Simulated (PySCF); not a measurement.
Choosing a molecule for a target property.

Each SMILES stands for a single optimised conformer of the isolated species, non-relativistic unless stated. Electronic properties by PySCF.

Dipoles, sizes and rotational constants follow the conformer. The torsions of the flexible species, by atom-mapped SMILES:
- `[CH2:1]=[C:2]([F:3])[C:4](=[O:5])[O:6][CH2:7][CH3:8]`: C1–C2–C4–O5 0°, C2–C4–O6–C7 180°, C4–O6–C7–C8 180°
- `[SiH3:1][NH:2][CH2:3][CH2:4][N:5]([SiH3:6])[SiH2:7][Cl:8]`: Si1–N2–C3–C4 -82°, N2–C3–C4–N5 173°, C3–C4–N5–Si6 76°, C4–N5–Si7–Cl8 176°
- `[CH:1]#[C:2][CH2:3][CH2:4][Si@@:5]([SiH3:6])([PH2:7])[O:8][CH3:9]`: C2–C3–C4–Si5 175°, C3–C4–Si5–Si6 56°, C4–Si5–O8–C9 -72°, H–P7–Si5–C4 -77°, H–P7–Si5–C4 -169°

Question: Wanted: dipole moment above 3 D (PBE0/pcSseg-1) and HOMO–LUMO gap above 6.7 eV (PBE0/pcSseg-1), at GFN2-xTB geometries. Which candidate meets both?
A. `CS(C)=O`
B. `C#CCC[Si@@]([SiH3])(P)OC`
C. `C=C(F)C(=O)OCC`
D. `Cl[SiH2]N(CCN[SiH3])[SiH3]`

Answer: A. Computed values:
```csv
species,dipole moment,HOMO–LUMO gap
C#CCC[Si@@]([SiH3])(P)OC,0.70 D,7.00 eV
C=C(F)C(=O)OCC,0.89 D,6.61 eV
Cl[SiH2]N(CCN[SiH3])[SiH3],1.85 D,6.85 eV
CS(C)=O,3.77 D,7.56 eV
```
